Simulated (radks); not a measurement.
Q: The mean radii <r> (bohr) of the occupied orbitals of an atom or ion are listed with their occupations. Method: non-relativistic Kohn-Sham, TPSS, spin-polarised, spherical densities, point nucleus; meta-GGA in the generalised Kohn-Sham scheme; computed with a radial shooting solver on a logarithmic mesh with Libxc functionals.

| orbital | occ. | <r> |
|---|---|---|
| 1s up | 1 | 0.7593 |
| 2p up | 1 | 4.706 |

Name the element and its charge. Open shells, if any, are filled with parallel spins first.

A: Z = 2, helium, charge 0: He in 1s1 2p1. The 1s radius gives Z: for a bare nucleus <r> = 1.5/Z, 0.75 bohr for Z = 2, and screening makes it slightly larger (0.7593 here). The occupations add up to 2, and the charge is Z minus that.
